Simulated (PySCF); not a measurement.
C3H8BNO, SMILES B1(N)O[C@H](C)C1. Atoms are numbered in the order given.

```xyz
14

C     -2.1517     0.4353     0.1487
C     -0.9658    -0.4902    -0.0108
C      0.0902    -0.5058     1.1249
B      0.9898     0.0266    -0.0760
N      2.3187     0.4023    -0.2936
O     -0.0277     0.0131    -1.0151
H     -1.8193     1.4388     0.4603
H     -2.6973     0.5346    -0.8028
H     -2.8449     0.0441     0.9109
H     -1.3002    -1.4993    -0.3100
H      0.3175    -1.4992     1.5382
H     -0.1241     0.1906     1.9497
H      2.6533     0.7089    -1.1995
H      3.0211     0.3920     0.4329
```
Charge 0, spin multiplicity 1.

Coordinates come from a B3LYP-D3(BJ)/def2-SVP optimisation. The structure was generated by enumeration; whether it is a known compound was not checked. The values are those of a single conformer.

Two levels are set side by side: PBE/pcSseg-1 (PySCF) and PBE0/pcSseg-1 (PySCF). GIAO shifts against BF3 (¹¹B), H2O (¹⁷O), NH3 (¹⁵N), TMS (¹H), TMS (¹³C) at the same level; non-relativistic, no solvent, atoms listed together averaged. Differences are taken from unrounded values.

```csv
quantity,PBE
δ(¹³C) of C1 (ppm),28.6
δ(¹³C) of C2 (ppm),81.3
δ(¹³C) of C3 (ppm),22.0
δ(¹¹B) of B4 (ppm),20.5
δ(¹⁵N) of N5 (ppm),75.5
δ(¹⁷O) of O6 (ppm),219.4
δ(¹H) of H10 (ppm),5.02
```

Question: These are the PBE values. What does PBE0 give? (An estimate is asked for; the answer gives what the named calculation found.)

Answer: 
```tsv
quantity	PBE0	PBE minus PBE0
δ(¹³C) of C1 (ppm)	28.1	0.5
δ(¹³C) of C2 (ppm)	77.7	3.6
δ(¹³C) of C3 (ppm)	21.5	0.5
δ(¹¹B) of B4 (ppm)	21.6	-1.1
δ(¹⁵N) of N5 (ppm)	71.8	3.8
δ(¹⁷O) of O6 (ppm)	201.5	17.9
δ(¹H) of H10 (ppm)	4.85	0.17
```

Rough cost on one machine, each run with all the roots and properties that it gave: PBE0 against PBE within a factor of 2.
